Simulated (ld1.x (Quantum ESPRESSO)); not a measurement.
manganese: excitation energies, all-electron against TM

ld1.x (Quantum ESPRESSO) 7.5 input, shortened:

```
&input
   title='Mn', zed=25., rel=1, dft='PBESOL', iswitch=3,
   config='[Ar] 3d5 4s1 4p0'
 /
 &inputp
   pseudotype=2, tm=.true., lloc=0,
   nlcc=.false.
 /
3
3P  2  1   6.00   0.00  1.25  1.25  0.0
3D  3  2   5.00   0.00  1.68  1.68  0.0
3S  1  0   2.00   0.00  1.30  1.30  0.0
 &test
   configts(1)='3s2 3p6 3d5 4s1 4p0'
 /
```

Occupied shells without a wave of their own: 4s. They enter only through the test configuration that unscreens the potential.

Energies are relative to the spin-unpolarised reference configuration 3s2 3p6 3d5 4s1 4p0; without spin polarisation the order of configurations can differ from experiment.

| valence configuration | charge | ΔE all-electron (eV) | error AE − PS (meV) |
| --- | --- | --- | --- |
| 3s2 3p6 3d5 4s2 4p0 | 0 | -8.432 | +578 |
| 3s2 3p6 3d4 4s0 4p0 | +3 | 47.991 | -1411 |
| 3s2 3p6 3d6 4s1 4p0 | 0 | -8.798 | +15 |
| 3s2 3p5 3d5 4s2 4p0 | +1 | 53.439 | +977 |
| 3s2 3p6 3d4 4s2 4p0 | +1 | 4.781 | +1048 |
| 3s1 3p6 3d5 4s2 4p0 | +1 | 84.842 | +891 |

(1) What are ΔE and the potential's error for 3s2 3p6 3d5 4s0 4p0?

The potential misses its own reference levels by up to 0.7 eV.

## Answers

(1) ΔE = 15.511 eV all-electron; the error (AE − PS) is -962 meV.

The 4s level has no wave, so the channel is fitted at the deeper level alone: the likely source of the large errors.
